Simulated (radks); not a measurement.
Task: Lu51+, configuration [Ar] 3d2 (the NIST ground configuration). Calculated with a radial shooting solver on a logarithmic mesh with Libxc functionals: scalar-relativistic Kohn-Sham, PBE, spin-unpolarised, spherical densities, point nucleus. Some entries of the table are withheld. Estimate them.

| orbital | occ. | eigenvalue (Ry) | <r^2> (bohr^2) | <1/r> (bohr^-1) |
|---|---|---|---|---|
| 1s | 2 | -4897.791 | 0.0005118 | 82.25 |
| 2s | 2 | -1034.531 | 0.007793 | 19.33 |
| 2p | 6 | -940.6357 | 0.006367 | 17.67 |
| 3s | 2 | (1) | 0.04568 | 7.627 |
| 3p | 6 | -364.1780 | 0.04485 | 7.131 |
| 3d | 2 | (2) | (3) | 6.767 |
| 4s | 0 | -202.8618 | (4) | 3.950 |
| 4p | 0 | -191.5676 | (5) | 3.749 |

Result: 
(1) 3s eigenvalue (Ry): -392.3501
(2) 3d eigenvalue (Ry): -335.8301
(3) 3d <r^2> (bohr^2): 0.03529
(4) 4s <r^2> (bohr^2): 0.1633
(5) 4p <r^2> (bohr^2): 0.1675
